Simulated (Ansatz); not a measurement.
Born–Oppenheimer molecular dynamics of BrH5Sn (7 atoms, charge 0, multiplicity 1). It starts at the highest image of a converged band, a first-order saddle point between two minima.

All numbers below come from Ansatz 0.2.0, RKS PBE0-D4/def2-SVP.

- ensemble: NVE (velocity Verlet)
- time step: 0.5 fs
- steps asked: 200
- starting velocities drawn for: 300 K
- seed: 11498

First frame:

```xyz
7
Properties=species:S:1:pos:R:3
Sn -0.176 0.000 -0.133
H -0.041 0.000 1.858
H 1.550 0.000 -0.022
H -0.689 1.487 -0.774
H -0.689 -1.487 -0.774
Br -2.743 0.000 1.364
H -0.964 0.000 1.889
```

Question: How far do the bonds stretch over the last three quarters of this one trajectory? (Pairs bonded in most of those frames.)

Answer: 
```tsv
bond	mean (Å)	spread (Å)	shortest	longest
Sn1–H2	1.721	0.057	1.63	1.81
Sn1–H3	1.725	0.031	1.67	1.78
Sn1–H4	1.714	0.010	1.69	1.73
Sn1–H5	1.717	0.025	1.68	1.75
Br6–H7	1.457	0.100	1.30	1.59
```

Pairs bonded in part of these frames only: Sn1–Br6 15 %.

Mean temperature of the second half: 1592 K. The conserved energy stayed within 0.4 meV per atom of its start (net change -0.29 meV per atom), so the integration is sound. The kinetic energy rose, since the run started high on the potential surface and went downhill. It ends in pieces (BrH + H4Sn), so much of that is their flight and rotation, not heat. A run of 0.1 ps of so small a system gives no equilibrium averages. The orbitals stay closed-shell, which can raise the energy where a bond breaks towards radicals; this wasn't checked here.

Run time: 12 min on 1 thread of Arm Neoverse V1, on a shared host, peak memory 0.18 GiB.
